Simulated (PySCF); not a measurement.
Species: C3H9NO2Si.
SMILES: `CNC(=O)C[SiH2]O`

Theory: PySCF 2.14.0, density-fitted response routines, TDDFT B3LYP/def2-SVPD, vertical, gas phase, core orbitals frozen in the response. One conformer (not necessarily the lowest) at the GFN2-xTB geometry, without solvent, vibrations or thermal averaging. Torsions of this conformer, `[CH3:1][NH:2][C:3](=[O:4])[CH2:5][SiH2:6][OH:7]`: C1–N2–C3–O4 0°, N2–C3–C5–Si6 -119°, C3–C5–Si6–O7 -40°, H–O7–Si6–C5 12°.

Computed states:

```json
{"state": "S1", "E (eV)": "5.84", "f": "0.0052"}
{"state": "S2", "E (eV)": "6.42", "f": "0.0052"}
{"state": "S3", "E (eV)": "6.63", "f": "0.0028"}
{"state": "S4", "E (eV)": "6.98", "f": "0.092"}
{"state": "S5", "E (eV)": "7.01", "f": "0.096"}
{"state": "S6", "E (eV)": "7.17", "f": "0.018"}
{"state": "S7", "E (eV)": "7.29", "f": "0.035"}
{"state": "S8", "E (eV)": "7.38", "f": "0.016"}
```

Each state is given a Gaussian of 0.3 eV full width at half maximum, with ε(max) = 2.175×10⁸ f / Δν̃ (Δν̃ the width in cm⁻¹). The width is an assumption, not a result. The curve ends short of the highest state used, and states not computed would add to its high-energy end.

(1) Give the broadened spectrum and its maxima.

(2) On this curve, what absorbance would a 10⁻³ mol/L sample give at 193 nm over a 1 cm path?

(3) Coming from long wavelengths, where does ε first pass 100 L mol⁻¹ cm⁻¹?

Answers

(1) 
(E (eV), ε (L mol⁻¹ cm⁻¹)): (5.39, 1), (5.45, 4), (5.51, 16), (5.57, 50), (5.63, 121), (5.69, 235), (5.75, 366), (5.81, 456), (5.87, 455), (5.93, 365), (6.00, 214), (6.06, 113), (6.12, 70), (6.18, 91), (6.24, 176), (6.30, 307), (6.36, 444), (6.42, 534), (6.48, 553), (6.54, 532), (6.60, 576), (6.66, 913), (6.72, 1995), (6.78, 4417)

Maxima: 212 nm (5.84 eV), ε about 470, made up of S1 (100%); 192 nm (6.47 eV), ε about 550, made up of S2 (80%) and S3 (19%) (hardly more than a shoulder) (ε in L mol⁻¹ cm⁻¹; maxima over ε = 5, shares over 10%). At its high-energy end, 6.78 eV, the curve is still rising (ε about 4400, from S4 and S5).

(2) 193 nm is 6.424 eV, where ε is about 540 L mol⁻¹ cm⁻¹, so A = ε c l ≈ 0.54 (Beer–Lambert, with the gas-phase spectrum and the assumed width).

(3) At about 221 nm (5.62 eV), 0.22 eV below S1.

Hardware: one thread of an Arm Neoverse V1, no GPU, shared host. Cost: 55 s of wall time (grids of density and orbitals included), 0.86 GiB resident at most.
